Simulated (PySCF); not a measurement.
Run record: geometry optimisation, 3-nonyne, `CCC#CCCCCC`.

Computed with PBE0-D3(BJ)/def2-SVP geometry optimisation, gas phase (PySCF 2.14.0). Start geometry: GFN2-xTB. The input is one job of a driver script: a line of settings, then coordinates in Å.

Input:
```
{"job": {"xc": "PBE0", "basis": "def2-SVP", "d3": "d3bj", "grid": 1, "kind": "geom"}, "charge": 0, "multiplicity": 1}
C      3.514131     1.526176     0.382661
C      3.474130     0.124164    -0.226236
C      2.304592    -0.613287     0.216042
C      1.337759    -1.205898     0.604288
C      0.161939    -1.938814     1.035299
C     -1.053561    -1.630232     0.153862
C     -1.519251    -0.185639     0.310851
C     -2.708347     0.134456    -0.591266
C     -3.195219     1.566013    -0.402311
H      4.397828     2.060987     0.040588
H      3.540876     1.466286     1.468521
H      2.630939     2.091405     0.092691
H      3.456303     0.194360    -1.318501
H      4.372195    -0.431090     0.062477
H      0.382857    -3.009914     0.994676
H     -0.060912    -1.678447     2.074708
H     -1.869595    -2.305689     0.423041
H     -0.794837    -1.817336    -0.890993
H     -0.689978     0.484417     0.072857
H     -1.799961    -0.008289     1.352403
H     -3.525210    -0.557910    -0.372261
H     -2.419363    -0.015949    -1.634073
H     -2.396337     2.271128    -0.621854
H     -3.519185     1.726220     0.623877
H     -4.032728     1.777024    -1.063521
```

Output:
```
step   0  E = -351.86861237  max force = 0.020566
step   1  E = -351.87148166  max force = 0.002543
step   2  E = -351.87153664  max force = 0.000697
step   3  E = -351.87154942  max force = 0.000441
optimisation converged
```

Energies in Eh; «max force» is the largest Cartesian gradient component in Eh/bohr.

**Question.** How much energy does the optimisation release, in eV?

**Answer.** E(step 0) − E(last step) = 0.002937 Eh, which is 0.080 eV.

**Question.** Give the first gradient maximum in eV/Å.

**Answer.** With 1 Eh/bohr = 51.422 eV/Å, 1.058 eV/Å.

Main results: final energy -351.87155 Eh after 3 steps; dipole 0.14 D.

Rough CPU time on one thread of a shared machine: about 1.9 min.
Labels such as C1 count atoms from 1, the log's own numbers from 0.
